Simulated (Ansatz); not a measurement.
Reaction (hydrogen abstraction from the Sn–H bond): `C[S][SnH3]` + `[SiH3]`• → `C[S][SnH2]`• + SiH₄

Program: Ansatz. Geometries: PBE0-D4/def2-TZVP. ΔE: electronic, gas phase. CCSD(T)/CBS adds triple-zeta CCSD(T) − MP2 to the extrapolated MP2 energy (def2 sets, frozen cores). This one scheme is used for every species. Functionals use def2-TZVPP. Open shells (•) are unrestricted, without spin–orbit coupling. def2 core potentials past Kr. For Sn outer-core shells are correlated without core-valence functions, which leaves a few kJ/mol of doubt a bond.

```json
{"species": "`C[S][SnH3]`", "PBE-QIDH energy (Eh)": "-653.75916"}
{"species": "`[SiH3]`•", "PBE-QIDH energy (Eh)": "-291.02249"}
{"species": "`C[S][SnH2]`•", "PBE-QIDH energy (Eh)": "-653.13744"}
{"species": "SiH₄", "PBE-QIDH energy (Eh)": "-291.67308"}
```

(1) Work out ΔE.

Largest T1 diagnostic among the species: 0.016.

Results:

(1) ΔE = (-653.13744) + (-291.67308) − (-653.75916) − (-291.02249) = -0.02887 Eh = -18.1 kcal/mol. CCSD(T)/CBS gives -18.5 kcal/mol.

From PBE to PBE0 (25 % exact exchange), in def2-TZVPP and without D4, ΔE moves by +1.5 kcal/mol. Leaving LDA and LC-ωPBE aside and taking each functional with its dispersion term where it has one, the values, not all of them listed here, spread over 4.8 kcal/mol, from BLYP-D4 to B97M-V.
